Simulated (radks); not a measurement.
Correlation energies from several functionals, in hartree. Species: Rb [Kr] 5s1; Pd13+ [Ar] 3d10 4s2 4p3. Method: non-relativistic Kohn-Sham, PBE, spin-polarised, spherical densities, point nucleus; computed with a radial shooting solver on a logarithmic mesh with Libxc functionals. Every spin shell is full or empty, so the densities are truly spherical. Functionals are evaluated on that one density, not self-consistently.

functional       Rb    Pd13+
PW92        -3.3448  -3.4494
VWN5        -3.3598  -3.4647
PZ          -3.3428  -3.4457
Wigner      -1.9277  -1.7332
Chachiyo    -3.2971  -3.4065
PBEsol      -2.0551  -2.0093
LYP         -1.7827  -1.7338
PW91        -1.9509  -1.9313
AM05        -3.0923  -3.2005
TPSS        -1.8008  -1.7533
revTPSS     -1.8280  -1.7718
SCAN        -1.7982  -1.7588
r2SCAN      -1.8132  -1.7741
B95         -2.1632  -2.2514
